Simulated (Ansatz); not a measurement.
CH$_{5}$AlN$_{2}$O, SMILES `N/C(O)=[N]\[AlH2]`, relaxed with RKS PBE-D4/def2-SVP in Ansatz 0.2.0 from a rough embedded geometry. The force threshold is 0.03 eV/Å; the program also tests the step.

Charge 0, multiplicity 1.

Start:

```xyz
10

N     1.460    0.761   -1.285
C     0.370    0.258   -0.626
O    -0.826    0.129   -1.341
N     0.474   -0.061    0.706
Al   -0.866   -0.763    1.833
H     2.451    0.844   -0.828
H     1.438    1.019   -2.300
H    -1.683   -0.193   -0.843
H    -0.461   -1.031    3.349
H    -2.358   -0.963    1.335
```

How much energy does the relaxation release, and in how many steps? (An estimate is asked.)

Ansatz gave: 102.17 kJ/mol, in 25 steps, 3 of them rejected.

Which bonds change most? (An estimate is asked.)

Ansatz gave: N4–Al5 from 1.887 to 1.753 Å; C2–N4 from 1.373 to 1.272 Å; N1–H6 from 1.095 to 1.016 Å; O3–H8 from 1.042 to 0.977 Å.

Give the relaxed structure. (Estimate.)

Ansatz gave: 
```xyz
10

N     1.331    0.839   -1.037
C     0.205    0.103   -0.780
O    -0.354   -0.321   -1.956
N    -0.262   -0.182    0.368
Al   -0.844   -0.576    1.974
H     1.759    1.337   -0.260
H     1.516    1.158   -1.986
H    -1.130   -0.848   -1.684
H    -0.272   -1.874    2.715
H    -1.950    0.365    2.647
```
